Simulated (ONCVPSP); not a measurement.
# indium: excitation energies, all-electron against ONCV

- Element: In (Z = 49)
- Generator: ONCVPSP 4.0.1
- Type: optimised norm-conserving Vanderbilt (ONCV)
- Functional: PBEsol
- Relativity: scalar-relativistic
- Frozen core: [Ar] 3d10
- Valence charge: 21
- Reference configuration: 4s2 4p6 4d10 5s1.5 (charge +1.5)
- Partial waves: 4s+5s: rc 1.35 bohr, ncon 4, nbas 8, qcut 7.7 1/bohr, 2 projectors; 4p: rc 1.05 bohr, ncon 4, nbas 9, qcut 8.5 1/bohr, 1 projector; 4d: rc 1.15 bohr, ncon 4, nbas 8, qcut 7.8 1/bohr, 2 projectors, debl 2.7 Ha; f scattering state at 0.34 Ha: rc 1.15 bohr, ncon 4, nbas 8, qcut 10.6 1/bohr, 2 projectors, debl 1.7 Ha
- Local potential: polynomial inside 0.90 bohr (lpopt 5, dvloc0 0 Ha)
- Core correction: none

Energies are relative to the spin-unpolarised reference configuration 4s2 4p6 4d10 5s1.5; without spin polarisation the order of configurations can differ from experiment.

(1) Give the all-electron excitation energy and the error of the potential for: 4s2 4p6 4d10 5s2 5p1; 4s2 4p6 4d10 5s2; 4s2 4p6 4d10 5s1; 4s2 4p6 4d10 5s1 5p1.

Levels in the configuration 4s2 4p6 4d10 5s1:

```
level  all-electron (eV)  pseudo (eV)
   4s           -137.601     -137.612
   4p            -96.117      -96.124
   4d            -36.535      -36.534
   5s            -23.684      -23.685
```

Answers

(1)

```json
{"valence configuration": "4s2 4p6 4d10 5s2 5p1", "charge": "0", "ΔE all-electron (eV)": "-13.913", "error AE − PS (meV)": "+96"}
{"valence configuration": "4s2 4p6 4d10 5s2", "charge": "+1", "ΔE all-electron (eV)": "-8.552", "error AE − PS (meV)": "+1.3"}
{"valence configuration": "4s2 4p6 4d10 5s1", "charge": "+2", "ΔE all-electron (eV)": "10.727", "error AE − PS (meV)": "-1.9"}
{"valence configuration": "4s2 4p6 4d10 5s1 5p1", "charge": "+1", "ΔE all-electron (eV)": "-1.898", "error AE − PS (meV)": "+153"}
```
